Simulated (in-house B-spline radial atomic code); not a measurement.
Levels of two electrons outside the [He] 2s2 2p6 core along the 12-electron series, above the ground level 3s2 J0; labels give the leading configuration and J, and a prime marks the next level of the same label. Computed with an all-electron radial atomic-structure program (B-spline basis): configuration interaction with many-body perturbation theory for the core, Breit and QED.

```
  ion   Z  first ionisation energy (eV)  excitation of 3s3p J0 (eV)  core correlation Breit and QED part of 3s3p J0 (eV)  excitation of 3p2 J0 (eV)  core correlation Breit and QED part of 3p2 J0 (eV)  excitation of 3s3p J2 (eV)  core correlation Breit and QED part of 3s3p J2 (eV)  excitation of 3s3p J1 (eV)  core correlation Breit and QED part of 3s3p J1 (eV)
Co15+  27                         511.3                      30.877                                             0.048026                     73.295                                            -0.37119                      33.888                                            -0.021876                       31.74                                             0.021579
Ni16+  28                             ?                           ?                                                    ?                          ?                                                   ?                           ?                                                    ?                           ?                                                    ?
Cu17+  29                         631.7                      34.684                                             0.036779                     82.455                                            -0.42227                      39.014                                            -0.058262                      35.873                                            0.0013027
Zn18+  30                         696.7                        36.6                                             0.032605                     87.082                                            -0.44394                      41.734                                            -0.076871                      37.977                                           -0.0079611
Ga19+  31                         764.8                      38.525                                             0.027461                     91.737                                            -0.46708                      44.567                                            -0.098138                      40.105                                            -0.018657
Ge20+  32                             ?                           ?                                                    ?                          ?                                                   ?                           ?                                                    ?                           ?                                                    ?
As21+  33                         910.6                      42.403                                             0.017784                     101.14                                            -0.51043                      50.621                                             -0.14454                      44.434                                            -0.040617
Se22+  34                         988.4                      44.357                                             0.013083                     105.88                                            -0.53116                      53.862                                             -0.17028                      46.635                                            -0.052086
Br23+  35                        1069.3                      46.323                                            0.0080335                     110.65                                            -0.55215                      57.261                                             -0.19819                      48.861                                            -0.064289
Kr24+  36                        1153.6                        48.3                                            0.0039651                     115.45                                            -0.57072                       60.83                                             -0.22668                      51.112                                            -0.075829
Rb25+  37                        1241.1                       50.29                                          -0.00095602                     120.29                                            -0.59065                      64.581                                             -0.25841                      53.385                                            -0.088635
Sr26+  38                        1331.8                      52.292                                           -0.0064433                     125.15                                            -0.61137                      68.526                                             -0.29289                      55.682                                             -0.10235
Zr28+  40                        1523.3                      56.337                                             -0.01756                     134.97                                             -0.6519                      77.057                                             -0.36811                      60.342                                             -0.13078
Nb29+  41                        1624.0                      58.381                                             -0.02348                     139.92                                            -0.67253                      81.669                                             -0.41056                      62.705                                             -0.14587
Mo30+  42                        1728.0                       60.44                                            -0.029917                     144.92                                            -0.69389                      86.533                                             -0.45586                      65.088                                             -0.16171
Tc31+  43                             ?                           ?                                                    ?                          ?                                                   ?                           ?                                                    ?                           ?                                                    ?
Ru32+  44                        1946.3                       64.61                                            -0.042441                     155.01                                            -0.73508                      97.085                                             -0.55396                      69.921                                             -0.19371
```

Question: Fill in the row of Ni16+.

Answer: first ionisation energy (eV): 569.9; excitation of 3s3p J0 (eV): 32.776; core correlation Breit and QED part of 3s3p J0 (eV): 0.04216; excitation of 3p2 J0 (eV): 77.859; core correlation Breit and QED part of 3p2 J0 (eV): -0.39751; excitation of 3s3p J2 (eV): 36.403; core correlation Breit and QED part of 3s3p J2 (eV): -0.039583; excitation of 3s3p J1 (eV): 33.795; core correlation Breit and QED part of 3s3p J1 (eV): 0.011419.

Question: Fill in the row of Ge20+.

Answer: first ionisation energy (eV): 836.1; excitation of 3s3p J0 (eV): 40.459; core correlation Breit and QED part of 3s3p J0 (eV): 0.023102; excitation of 3p2 J0 (eV): 96.423; core correlation Breit and QED part of 3p2 J0 (eV): -0.48802; excitation of 3s3p J2 (eV): 47.526; core correlation Breit and QED part of 3s3p J2 (eV): -0.12011; excitation of 3s3p J1 (eV): 42.257; core correlation Breit and QED part of 3s3p J1 (eV): -0.028966.

Question: Fill in the row of Tc31+.

Answer: first ionisation energy (eV): 1835.5; excitation of 3s3p J0 (eV): 62.517; core correlation Breit and QED part of 3s3p J0 (eV): -0.036337; excitation of 3p2 J0 (eV): 149.94; core correlation Breit and QED part of 3p2 J0 (eV): -0.71493; excitation of 3s3p J2 (eV): 91.667; core correlation Breit and QED part of 3s3p J2 (eV): -0.5039; excitation of 3s3p J1 (eV): 67.494; core correlation Breit and QED part of 3s3p J1 (eV): -0.17777.
